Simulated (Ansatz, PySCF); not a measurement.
HgCl, SMILES [Cl][Hg] (connectivity only; charge and spin as stated), neutral, multiplicity 2. Atoms are numbered in the order given.

```xyz
2

Hg     0.0000     0.0000    -0.3788
Cl     0.0000     0.0000     2.0820
```
Charge 0, spin multiplicity 2.

Geometry: B3LYP-D3(BJ)/def2-TZVPD. The multiplicity is an assumed one; other spin states were not compared. The def2 effective core potentials stand for the cores of Hg; spin–orbit coupling is left out.

Two levels are set side by side: PBE-D3(BJ)/def2-TZVPD (Ansatz, a first-principles code) and B3LYP-D3(BJ)/def2-TZVPD (Ansatz). Each level has its own optimised geometry; the coordinates shown are those of the second. Frequencies come from the Hessian of PySCF at each geometry. Differences are taken from unrounded values.

| quantity | B3LYP-D3(BJ) | PBE-D3(BJ) | PBE-D3(BJ) minus B3LYP-D3(BJ) |
|---|---|---|---|
| bond Hg1–Cl2 (Å) | 2.461 | 2.441 | -0.020 |
| highest harmonic wavenumber (cm⁻¹) | 237 | 243 | 6 |
| mean harmonic wavenumber (cm⁻¹) | 237 | 243 | 6 |
| zero-point energy (kcal/mol) | 0.34 | 0.35 | 0.01 |
